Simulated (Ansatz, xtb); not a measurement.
System: CuCl (charge +1, doublet). The spin state was set by rule; other spins were not relaxed. SMILES of the parent species: [Cu][Cl]
Structure (B3LYP-D3(BJ)/def2-TZVP (Ansatz, a first-principles code) minimum search):
```
Cu
Cl 1 2.1101
```
Charge +1, spin multiplicity 2.

Harmonic wavenumbers from GFN2-xTB (xtb, at its own minimum), cm⁻¹: 242.

**Question.** Give the harmonic wavenumbers at B3LYP-D3(BJ)/def2-TZVP (Ansatz, finite differences of forces, unscaled).

**Answer.** 343 cm⁻¹. Zero-point energy 0.5 kcal/mol.

**Question.** From these and the geometry, give the ideal-gas thermochemistry at 298.15 K and 1 atm (rigid rotor, harmonic oscillator).

**Answer.** Point group C∞v, rotational symmetry number 1. Rotational constants 4.988, 4.988 GHz. S(trans) 39.69, S(rot) 16.15, S(vib) 1.20, S(elec, spin only) 1.38, S 58.4 cal/(mol K). H(298) - H(0) 2.31 kcal/mol; G - E(el) -14.6 kcal/mol.
